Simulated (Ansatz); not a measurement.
Ansatz (an electronic-structure program) job for F₂H₄N₂Si, SMILES N[Si](N)(F)F, PBE0-D3(BJ)/def2-SVP. 

Ansatz 0.2 input:
```yaml
crystal:
  periodic: [false, false, false]
  atoms:
    - {symbol: N, position_ang: [-1.37370000, 0.03250000, -0.73300000]}
    - {symbol: Si, position_ang: [0.00060000, -0.46750000, 0.14810000]}
    - {symbol: N, position_ang: [1.40230000, 0.47230000, 0.57690000]}
    - {symbol: F, position_ang: [-0.57230000, -1.01110000, 1.53010000]}
    - {symbol: F, position_ang: [0.61020000, -1.67440000, -0.65000000]}
    - {symbol: H, position_ang: [-1.30770000, 0.21230000, -1.71890000]}
    - {symbol: H, position_ang: [-2.07730000, 0.55330000, -0.28210000]}
    - {symbol: H, position_ang: [1.30170000, 1.16960000, 1.28530000]}
    - {symbol: H, position_ang: [2.01790000, 0.75080000, -0.13430000]}
basis:
  gaussian:
    orbitals: def2-SVP
hamiltonian:
  xc: pbe0
  dispersion: d3bj
relax: {f_tol: 0.002, max_steps: 200}
```

Program output:

```
WARN ansatz: RAYON_NUM_THREADS=1 ignored (pool sized by the plan → 1); use --threads N
Functional definition: PBE0
integrals: 0.04 GiB planned
977 factors; integrals over basis functions are off by at most 3.4e-4 eV
mean field: 0.35 GiB planned
mean field evaluation 1: about -16330.5439 eV, gradient 7.4e1 eV
mean field evaluation 2: about -16325.7852 eV, gradient 8.7e1 eV
mean field evaluation 4: about -16340.5165 eV, gradient 1.2e0 eV
mean field evaluation 8: about -16340.5344 eV, gradient 2.8e-2 eV
mean field -16340.53436627 eV, -600.5035619486 hartree, gradient 5.4e-5 eV, S^2 0.000000; 0 other end points of the search recorded, 0 dependent functions left out
the calculation of the forces begins
reference -16340.53438860 eV, -600.5035627690 hartree; 25, 25 occupied and 69, 69 virtual orbitals, 977 factors
relax step   1: F+E_penalty+E_count = -16340.67067160 eV  Δ(F+E_penalty+E_count) = +0.000e0 eV  max|allowed force component| = 1.988e0 eV/Å  Δτ_max = 0.0000 Å  (23 SCF iters, accepted)
these checks for a lower state are left out or cut short: starts, cluster_reference, orbital_swaps, neighbouring_geometries, increment
integrals: 0.04 GiB planned
977 factors; integrals over basis functions are off by at most 3.6e-4 eV
mean field: 0.35 GiB planned
mean field evaluation 16: about -16340.6574 eV, gradient 8.7e-2 eV
mean field -16340.65738240 eV, -600.5080827076 hartree, gradient 6.5e-6 eV, S^2 0.000000; 0 other end points of the search recorded, 0 dependent functions left out
the calculation of the forces begins
[...]
these checks for a lower state are left out or cut short: starts, cluster_reference, orbital_swaps, neighbouring_geometries, increment
integrals: 0.04 GiB planned
977 factors; integrals over basis functions are off by at most 4.9e-4 eV
mean field: 0.35 GiB planned
mean field -16340.72987783 eV, -600.5107468658 hartree, gradient 6.5e-6 eV, S^2 0.000000; 0 other end points of the search recorded, 0 dependent functions left out
the calculation of the forces begins
reference -16340.72990028 eV, -600.5107476907 hartree; 25, 25 occupied and 69, 69 virtual orbitals, 977 factors
relax step   6: F+E_penalty+E_count = -16340.86610079 eV  Δ(F+E_penalty+E_count) = -2.935e-2 eV  max|allowed force component| = 2.374e-1 eV/Å  Δτ_max = 0.2000 Å  (26 SCF iters, accepted)
these checks for a lower state are left out or cut short: starts, cluster_reference, orbital_swaps, neighbouring_geometries, increment
integrals: 0.04 GiB planned
977 factors; integrals over basis functions are off by at most 6.2e-4 eV
mean field: 0.35 GiB planned
mean field -16340.70416311 eV, -600.5098018671 hartree, gradient 1.1e-5 eV, S^2 0.000000; 0 other end points of the search recorded, 0 dependent functions left out
the calculation of the forces begins
reference -16340.70418602 eV, -600.5098027093 hartree; 25, 25 occupied and 69, 69 virtual orbitals, 977 factors
relax step   7: F+E_penalty+E_count = -16340.84053357 eV  Δ(F+E_penalty+E_count) = +2.557e-2 eV  max|allowed force component| = 1.069e0 eV/Å  Δτ_max = 0.1960 Å  (26 SCF iters, rejected (line search))
these checks for a lower state are left out or cut short: starts, cluster_reference, orbital_swaps, neighbouring_geometries, increment
integrals: 0.04 GiB planned
977 factors; integrals over basis functions are off by at most 5.5e-4 eV
mean field: 0.35 GiB planned
mean field -16340.76341358 eV, -600.5119792819 hartree, gradient 1.1e-5 eV, S^2 0.000000; 0 other end points of the search recorded, 0 dependent functions left out
the calculation of the forces begins
reference -16340.76343602 eV, -600.5119801066 hartree; 25, 25 occupied and 69, 69 virtual orbitals, 977 factors
relax step   8: F+E_penalty+E_count = -16340.89982669 eV  Δ(F+E_penalty+E_count) = -3.373e-2 eV  max|allowed force component| = 3.310e-1 eV/Å  Δτ_max = 0.0980 Å  (26 SCF iters, accepted)
these checks for a lower state are left out or cut short: starts, cluster_reference, orbital_swaps, neighbouring_geometries, increment
integrals: 0.04 GiB planned
977 factors; integrals over basis functions are off by at most 6.4e-4 eV
mean field: 0.35 GiB planned
mean field evaluation 64: about -16340.7856 eV, gradient 1.5e-1 eV
mean field -16340.79908768 eV, -600.5132902809 hartree, gradient 1.3e-5 eV, S^2 0.000000; 0 other end points of the search recorded, 0 dependent functions left out
the calculation of the forces begins
reference -16340.79911020 eV, -600.5132911082 hartree; 25, 25 occupied and 69, 69 virtual orbitals, 977 factors
relax step   9: F+E_penalty+E_count = -16340.93547009 eV  Δ(F+E_penalty+E_count) = -3.564e-2 eV  max|allowed force component| = 5.901e-1 eV/Å  Δτ_max = 0.0974 Å  (27 SCF iters, accepted)
these checks for a lower state are left out or cut short: starts, cluster_reference, orbital_swaps, neighbouring_geometries, increment
integrals: 0.04 GiB planned
977 factors; integrals over basis functions are off by at most 7.4e-4 eV
mean field: 0.35 GiB planned
mean field -16340.86441189 eV, -600.5156909013 hartree, gradient 7.6e-6 eV, S^2 0.000000; 0 other end points of the search recorded, 0 dependent functions left out
the calculation of the forces begins
reference -16340.86443436 eV, -600.5156917270 hartree; 25, 25 occupied and 69, 69 virtual orbitals, 977 factors
relax step  10: F+E_penalty+E_count = -16341.00123376 eV  Δ(F+E_penalty+E_count) = -6.576e-2 eV  max|allowed force component| = 3.916e-1 eV/Å  Δτ_max = 0.1500 Å  (26 SCF iters, accepted)
these checks for a lower state are left out or cut short: starts, cluster_reference, orbital_swaps, neighbouring_geometries, increment
integrals: 0.04 GiB planned
977 factors; integrals over basis functions are off by at most 7.4e-4 eV
mean field: 0.35 GiB planned
mean field -16340.88300211 eV, -600.5163740792 hartree, gradient 8.0e-6 eV, S^2 0.000000; 0 other end points of the search recorded, 0 dependent functions left out
the calculation of the forces begins
reference -16340.88302447 eV, -600.5163749011 hartree; 25, 25 occupied and 69, 69 virtual orbitals, 977 factors
relax step  11: F+E_penalty+E_count = -16341.01991400 eV  Δ(F+E_penalty+E_count) = -1.868e-2 eV  max|allowed force component| = 1.377e-1 eV/Å  Δτ_max = 0.0522 Å  (27 SCF iters, accepted)
these checks for a lower state are left out or cut short: starts, cluster_reference, orbital_swaps, neighbouring_geometries, increment
integrals: 0.04 GiB planned
977 factors; integrals over basis functions are off by at most 8.0e-4 eV
mean field: 0.35 GiB planned
mean field -16340.89378218 eV, -600.5167702397 hartree, gradient 8.0e-6 eV, S^2 0.000000; 0 other end points of the search recorded, 0 dependent functions left out
the calculation of the forces begins
reference -16340.89380448 eV, -600.5167710590 hartree; 25, 25 occupied and 69, 69 virtual orbitals, 977 factors
relax step  12: F+E_penalty+E_count = -16341.03113442 eV  Δ(F+E_penalty+E_count) = -1.122e-2 eV  max|allowed force component| = 1.931e-1 eV/Å  Δτ_max = 0.0540 Å  (27 SCF iters, accepted)
these checks for a lower state are left out or cut short: starts, cluster_reference, orbital_swaps, neighbouring_geometries, increment
integrals: 0.04 GiB planned
977 factors; integrals over basis functions are off by at most 8.9e-4 eV
mean field: 0.35 GiB planned
mean field evaluation 96: about -16340.9018 eV, gradient 6.3e-6 eV
mean field -16340.90178103 eV, -600.5170641920 hartree, gradient 6.2e-6 eV, S^2 0.000000; 0 other end points of the search recorded, 0 dependent functions left out
the calculation of the forces begins
reference -16340.90180336 eV, -600.5170650126 hartree; 25, 25 occupied and 69, 69 virtual orbitals, 977 factors
relax step  13: F+E_penalty+E_count = -16341.03895391 eV  Δ(F+E_penalty+E_count) = -7.819e-3 eV  max|allowed force component| = 7.122e-2 eV/Å  Δτ_max = 0.0814 Å  (27 SCF iters, accepted)
these checks for a lower state are left out or cut short: starts, cluster_reference, orbital_swaps, neighbouring_geometries, increment
integrals: 0.04 GiB planned
977 factors; integrals over basis functions are off by at most 9.0e-4 eV
mean field: 0.35 GiB planned
mean field -16340.90242693 eV, -600.5170879283 hartree, gradient 7.0e-6 eV, S^2 0.000000; 0 other end points of the search recorded, 0 dependent functions left out
the calculation of the forces begins
reference -16340.90244929 eV, -600.5170887498 hartree; 25, 25 occupied and 69, 69 virtual orbitals, 977 factors
relax step  14: F+E_penalty+E_count = -16341.03971942 eV  Δ(F+E_penalty+E_count) = -7.655e-4 eV  max|allowed force component| = 4.977e-2 eV/Å  Δτ_max = 0.0140 Å  (28 SCF iters, accepted)
these checks for a lower state are left out or cut short: starts, cluster_reference, orbital_swaps, neighbouring_geometries, increment
integrals: 0.04 GiB planned
977 factors; integrals over basis functions are off by at most 8.9e-4 eV
mean field: 0.35 GiB planned
mean field -16340.90250353 eV, -600.5170907434 hartree, gradient 7.6e-6 eV, S^2 0.000000; 0 other end points of the search recorded, 0 dependent functions left out
the calculation of the forces begins
reference -16340.90252588 eV, -600.5170915646 hartree; 25, 25 occupied and 69, 69 virtual orbitals, 977 factors
relax step  15: F+E_penalty+E_count = -16341.03982741 eV  Δ(F+E_penalty+E_count) = -1.080e-4 eV  max|allowed force component| = 1.463e-2 eV/Å  Δτ_max = 0.0061 Å  (22 SCF iters, accepted)
these checks for a lower state are left out or cut short: starts, cluster_reference, orbital_swaps, neighbouring_geometries, increment
integrals: 0.04 GiB planned
977 factors; integrals over basis functions are off by at most 9.0e-4 eV
mean field: 0.35 GiB planned
mean field -16340.90250198 eV, -600.5170906863 hartree, gradient 4.3e-5 eV, S^2 0.000000; 0 other end points of the search recorded, 0 dependent functions left out
the calculation of the forces begins
reference -16340.90252433 eV, -600.5170915074 hartree; 25, 25 occupied and 69, 69 virtual orbitals, 977 factors
relax step  16: F+E_penalty+E_count = -16341.03983273 eV  Δ(F+E_penalty+E_count) = -5.324e-6 eV  max|allowed force component| = 3.640e-3 eV/Å  Δτ_max = 0.0015 Å  (19 SCF iters, accepted)
these checks for a lower state are left out or cut short: starts, cluster_reference, orbital_swaps, neighbouring_geometries, increment
integrals: 0.04 GiB planned
977 factors; integrals over basis functions are off by at most 9.0e-4 eV
mean field: 0.35 GiB planned
mean field -16340.90250062 eV, -600.5170906364 hartree, gradient 2.2e-5 eV, S^2 0.000000; 0 other end points of the search recorded, 0 dependent functions left out
the calculation of the forces begins
reference -16340.90252297 eV, -600.5170914575 hartree; 25, 25 occupied and 69, 69 virtual orbitals, 977 factors
relax step  17: F+E_penalty+E_count = -16341.03983302 eV  Δ(F+E_penalty+E_count) = -2.924e-7 eV  max|allowed force component| = 4.576e-4 eV/Å  Δτ_max = 0.0006 Å  (17 SCF iters, accepted)
integrals: 0.04 GiB planned
977 factors; integrals over basis functions are off by at most 9.0e-4 eV
mean field: 0.35 GiB planned
mean field evaluation 128: about -16340.9025 eV, gradient 6.4e-2 eV
mean field -16340.90250062 eV, -600.5170906364 hartree, gradient 2.2e-5 eV, S^2 0.000000; 1 other end points of the search recorded, 0 dependent functions left out
the calculation of the forces begins
reference -16340.90252297 eV, -600.5170914575 hartree; 25, 25 occupied and 69, 69 virtual orbitals, 977 factors
Total energy: -16341.03985537 eV, -600.5221383301 hartree
Atom 0 at    -1.323490     0.275967    -0.561621 Å, force    -0.000377     0.000358    -0.000178 eV/Å
Atom 1 at     0.010449    -0.481778     0.154520 Å, force     0.000050    -0.000458     0.000101 eV/Å
Atom 2 at     1.305533     0.599614     0.295229 Å, force     0.000317     0.000319    -0.000085 eV/Å
Atom 3 at    -0.559539    -1.115049     1.530617 Å, force    -0.000301     0.000123     0.000354 eV/Å
Atom 4 at     0.620904    -1.763699    -0.622389 Å, force     0.000383    -0.000128    -0.000351 eV/Å
Atom 5 at    -1.233769     0.801486    -1.421560 Å, force     0.000004    -0.000095     0.000093 eV/Å
Atom 6 at    -2.264269    -0.064881    -0.408421 Å, force     0.000037     0.000016     0.000046 eV/Å
Atom 7 at     1.185364     1.517433     0.703740 Å, force     0.000009    -0.000124    -0.000019 eV/Å
Atom 8 at     2.260517     0.268707     0.351984 Å, force    -0.000123    -0.000010     0.000039 eV/Å
Dipole moment:    -0.011380     0.539354    -0.168751 e Å
```

The calculation finished and met its thresholds.
